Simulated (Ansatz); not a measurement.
Geometry optimisation, Ansatz, RKS PBE-D4/def2-SVP.

Input:

```yaml
crystal:
  periodic: [false, false, false]
  atoms:
    - { symbol: B, position_ang: [-0.72673, 0.22045, 0.53888] }
    - { symbol: B, position_ang: [0.62752, -0.06569, -0.34942] }
    - { symbol: Cl, position_ang: [0.86537, -1.27542, -1.55467] }
    - { symbol: Br, position_ang: [2.10559, 1.08279, 0.01454] }
    - { symbol: H, position_ang: [-1.5875, 0.916, 0.15705] }
    - { symbol: H, position_ang: [-0.94509, -0.34718, 1.53964] }
basis:
  gaussian: { orbitals: def2-SVP }
hamiltonian:
  xc: pbe
  dispersion: d4
relax:
  f_tol: 0.015
  max_steps: 40
```

Launched with:

```bash
$ ansatz run input.yaml --threads 1 --pin off --max-ram 2048MiB --backend cpu --events-out ev --progress --plain --runs-dir out
```

Problem. Where does it end, and by what steps?

Solution. The run converged. After 9 steps the energy has fallen by 0.112 eV; Br4 moved furthest, 0.13 Å.

```csv
step,energy less start (eV),largest force component (eV/Å),accepted
0,0.0000,1.102,yes
1,-0.0631,0.719,yes
2,-0.1071,0.224,yes
3,-0.1103,0.054,yes
4,-0.1108,0.030,yes
5,-0.1110,0.043,yes
6,-0.1113,0.051,yes
7,-0.1117,0.040,yes
8,-0.1118,0.016,yes
9,-0.1118,0.003,yes
```

```xyz
6
Properties=species:S:1:pos:R:3
B -0.736 0.188 0.515
B 0.619 -0.126 -0.398
Cl 0.901 -1.337 -1.630
Br 2.017 1.124 0.093
H -1.567 1.003 0.156
H -0.894 -0.320 1.611
```

Time of the run: 23 s on 1 thread of Intel(R) Xeon(R) Platinum 8375C CPU @ 2.90GHz (Ice Lake), with other jobs on the host, peak memory 0.14 GiB.
